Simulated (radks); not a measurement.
La2.5+, 54.5 electrons, occupied as [Kr] 4d10 5s2 5p(up 3, down 2.5) 5d1 (fractional occupations, a model configuration). Calculated with a radial shooting solver on a logarithmic mesh with Libxc functionals: scalar-relativistic Kohn-Sham, r2SCAN, spin-polarised, spherical densities, finite nucleus; open shells are filled with parallel spins first (spin-orbit coupling, left out, can overturn this in heavy ions); meta-GGA in the generalised Kohn-Sham scheme; Fermi nuclear charge, rms radius 4.855 fm.

Unscreened Slater integrals over Kohn-Sham orbitals (hartree). They are taken over the spin-up orbitals.

integral      value
F0(5d,5d)   0.37305
F2(5d,5d)   0.19785
F4(5d,5d)   0.13235
F0(5d,5p)   0.42284
F2(5d,5p)   0.20990
G1(5d,5p)   0.24652
G3(5d,5p)   0.15377
F0(5d,5s)   0.43807
G2(5d,5s)   0.15989
F0(5d,4d)   0.48239
F2(5d,4d)   0.10112
F4(5d,4d)  0.043349
G0(5d,4d)  0.022920
G2(5d,4d)  0.027586
G4(5d,4d)  0.022747
F0(5p,5p)   0.50784
F2(5p,5p)   0.27588
F0(5p,5s)   0.53859
G1(5p,5s)   0.36375
F0(5p,4d)   0.63137
F2(5p,4d)   0.18322
G1(5p,4d)  0.052750
G3(5p,4d)  0.051161
F0(5s,5s)   0.57778
F0(5s,4d)   0.70453
G2(5s,4d)  0.078794
F0(4d,4d)    1.1740
F2(4d,4d)   0.59876
F4(4d,4d)   0.40051

Derived for the open shells (J is the average intra-shell exchange parameter used in DFT+U). 5p: J = F2/5 = 0.05518 hartree. 5d: Racah B = F2/49 - 5 F4/441 = 0.002537 hartree, C = 35 F4/441 = 0.01050 hartree, C/B = 4.14, F4/F2 = 0.669, J = (F2 + F4)/14 = 0.02359 hartree.
